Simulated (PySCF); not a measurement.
Homolysis of single bonds, series silaethenyl-X. All species are isolated molecules in the gas phase. One relaxed conformer stands for each flexible species; it need not be the lowest. Strings in code marks are SMILES.

The four lowest singlet excitations (Tamm–Dancoff). All values below come from ωB97X-D3(BJ)/def2-TZVP // PBE0-D3(BJ)/def2-TZVP (PySCF). Excitations are Tamm–Dancoff values on a coarser integration grid. The basis has no diffuse functions, so Rydberg states are missing or too high.

| state | energy (eV) | wavelength (nm) | oscillator strength |
|---|---|---|---|
| S1 | 5.70 | 217 | 0.361 |
| S2 | 6.42 | 193 | 0.104 |
| S3 | 6.68 | 186 | 0.007 |
| S4 | 6.85 | 181 | 0.007 |

Problem. Say which member gives these states.
A) `C=[SiH]C(C)C` (C–Si–C–C torsion 1°)
B) `C=[SiH]S` (C–Si–S–H torsion 0°)
C) `C=[SiH2]`
D) `C#C[SiH]=C`

Solution. A, `C=[SiH]C(C)C` (C–Si–C–C torsion 1°)
